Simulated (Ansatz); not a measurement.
Start from `C=CCCCCCCCC` and change one atom or group to get `CCCCCCC`.

Ansatz, PBE0-D4/def2-TZVP geometries, multiplicity 1. Each molecule was computed in one conformer, which needn't be the lowest.

```tsv
property	`C=CCCCCCCCC`
LUMO energy (B3LYP/def2-TZVPP) / eV	0.07
HOMO–LUMO gap (ωB97M-V/def2-TZVPP) / eV	11.79
HOMO energy (PBE0/def2-TZVPP) / eV	-7.25
HOMO–LUMO gap (B3LYP/def2-TZVPP) / eV	7.10
HOMO–LUMO gap (PBE/def2-TZVPP) / eV	5.41
HOMO energy (B3LYP/def2-TZVPP) / eV	-7.03
```

**Question.** Give the same properties after the change, and the shifts. (An estimate is asked.)

**Answer.** The calculation gave: 
| property | `CCCCCCC` | shift |
| --- | --- | --- |
| LUMO energy (B3LYP/def2-TZVPP) / eV | 0.90 | 0.83 |
| HOMO–LUMO gap (ωB97M-V/def2-TZVPP) / eV | 13.47 | 1.68 |
| HOMO energy (PBE0/def2-TZVPP) / eV | -8.56 | -1.31 |
| HOMO–LUMO gap (B3LYP/def2-TZVPP) / eV | 9.26 | 2.16 |
| HOMO–LUMO gap (PBE/def2-TZVPP) / eV | 7.66 | 2.25 |
| HOMO energy (B3LYP/def2-TZVPP) / eV | -8.36 | -1.33 |

With PBE0 the HOMO falls by 1.31 eV and the LUMO rises by 0.92 eV, so the gap widens by about 2.23 eV. PBE moves the HOMO by -1.09 eV and ωB97M-V by -1.35 eV.

B3LYP here is the variant with VWN-RPA as its local correlation; programs differ in this.
